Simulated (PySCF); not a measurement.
**Löwdin shares of the frontier orbitals**

C3H8FNSi2.
Geometry (GFN2-xTB, Å), atoms numbered from 1 in this order:
```
atom  x, y, z in Å
N1     3.3713    1.3647    0.5363
C2     2.7792    0.3847    0.4951
Si3    1.7676   -1.1865    0.4064
C4     0.1117   -0.6327   -0.3641
C5    -0.6205    0.3931    0.4918
F6    -0.8333   -0.1569    1.7581
Si7   -2.3254    0.9313   -0.2170
H8     2.4779   -2.1014   -0.4902
H9     1.6263   -1.6957    1.7668
H10   -0.5363   -1.4991   -0.5092
H11    0.2777   -0.1905   -1.3477
H12    0.0301    1.2587    0.6694
H13   -3.1298   -0.2787   -0.3811
H14   -2.0603    1.5633   -1.5097
H15   -2.9405    1.8538    0.7308
```

Computed with TDDFT CAM-B3LYP/def2-SVPD, vertical, gas phase, core orbitals frozen in the response (PySCF).

Kohn–Sham orbitals with the atoms that hold most of them (Löwdin shares over 4%, at most four atoms; ? is withheld):

```tsv
orbital	ε (eV)	atoms
HOMO-3	-11.47	F6 18%, Si7 13%, N1 12%, C4 11%
HOMO-2	-11.27	N1 31%, C2 26%, Si3 9%, H9 8%
HOMO-1	-11.14	?
HOMO	-9.78	?
LUMO	0.45	Si3 23%, C2 16%, N1 16%, C4 10%
LUMO+1	0.82	N1 26%, C2 25%, Si3 23%, H9 6%
LUMO+2	0.96	Si3 24%, Si7 16%, C2 12%, H8 6%
```

Which atoms hold the HOMO-1, and with what shares?

N1 (bonded to C) 23%; C2 (bonded to N and Si) 19%; Si3 (bonded to 2 C and 2 H) 9%; H8 (bonded to Si) 8%.

Give the leading atoms of the HOMO.

C5 (bonded to C, F, Si and H) 25%; Si7 (bonded to C and 3 H) 17%; C4 (bonded to C, Si and 2 H) 15%; F6 (bonded to C) 14%. By element: carbon 40% or more, silicon 17% or more, fluorine 14%.

How does S1 compare with the orbital gap of 10.23 eV?

S1 is at 7.19 eV (f = 0.0007), 3.04 eV below the gap, made of HOMO-2→LUMO (16%), HOMO→LUMO (13%), HOMO-2→LUMO+1 (12%). Its leading pair isn't HOMO and LUMO; the energies of that pair differ by 11.71 eV. Without the coupling terms of the response equations the lowest excitation would equal the gap.

Next come S2 at 7.35 eV (f 0.012), HOMO→LUMO (59%), HOMO-1→LUMO+1 (9%); S3 at 7.49 eV (f 0.018), HOMO→LUMO+1 (24%), HOMO-1→LUMO (15%), HOMO-2→LUMO+1 (12%); S4 at 7.59 eV (f 0.064), HOMO→LUMO+2 (26%), HOMO-2→LUMO+1 (13%), HOMO-2→LUMO (8%); S5 at 7.72 eV (f 0.112), HOMO→LUMO (19%), HOMO→LUMO+2 (16%), HOMO→LUMO+5 (11%).

One conformer stands for the species.
